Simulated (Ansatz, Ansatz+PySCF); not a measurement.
```xyz
4

S    -0.0352    0.0234   -0.0267
O     1.4136   -0.0320    0.0265
O    -0.7472    1.2888   -0.0129
O    -0.7399   -1.2796    0.0340
```

Basis set: def2-SVP (spherical functions). Correlated methods keep 8 orbitals frozen. Charge 0, multiplicity 1.

Computed with Ansatz (development build ahead of 0.2.0); each method stands on the lowest determinant of its kind that the runs found. Restricted open shells among the atoms or ions are ROHF, correlated in semicanonical orbitals with singles. Restricted functionals stand beside restricted open-shell atoms, which can lie above the unrestricted atoms usual in DFT and then raise those values.

The atomization energy at this shape (free ground-state atoms in the same class of orbitals less the molecule, no zero-point energy) of singlet SO3:

```csv
method,atomization energy
ωB97X (unrestricted),1229.2 kJ/mol
ωB97X (restricted),1255.9 kJ/mol
r²SCAN (unrestricted),1302.7 kJ/mol
r²SCAN (restricted),1333.7 kJ/mol
PBE (restricted),1445.1 kJ/mol
PBE (unrestricted),1427.8 kJ/mol
PBE0 (restricted),1265.6 kJ/mol
PBE0 (unrestricted),1243.4 kJ/mol
RHF-CCSD(T),1078.9 kJ/mol
UHF-CCSD,1013.9 kJ/mol
RHF,392.9 kJ/mol
UHF,343.2 kJ/mol
```

What does RHF-MP2 give?

1209.4 kJ/mol.
